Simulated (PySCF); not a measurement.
# Correlation energy of Hf⁺ (hafnium, charge +1)

Starting occupation: [Xe] 4f14 5d2 6s1, 5d5/2 with m_j = +3/2, +5/2, 6s1/2 with m_j = +1/2. Computed with PySCF 2.14 in x2c-TZVPall-2c, with X2C-1e with screened-nucleus spin-orbit coupling, Gaussian nucleus. Frozen: [Kr] 4d10 4f14; 11 electrons correlated; the 34 highest virtual spinors left out.

MP2 pair energies summed by pair of shells (mhartree):

| pair | energy | share (%) |
| --- | --- | --- |
| 5p-5p | -87.38 | 50.7 |
| 5d-5p | -32.79 | 19.0 |
| 5p-6s | -17.20 | 10.0 |
| 5p-5s | -16.97 | 9.8 |
| 5d-6s | -6.52 | 3.8 |
| 5s-5s | -4.70 | 2.7 |
| 5d-5s | -3.13 | 1.8 |
| 5d-5d | -2.78 | 1.6 |
| 5s-6s | -0.87 | 0.5 |

Total MP2 correlation energy: -172.33 mhartree.

The GHF reference relaxed away from the jj start to a determinant that is no pure jj level (⟨S²⟩ = 3.85, ⟨J²⟩ = 24.76); the energies belong to that determinant.

This basis was not built for core-valence correlation, so the inner-shell part is incomplete.
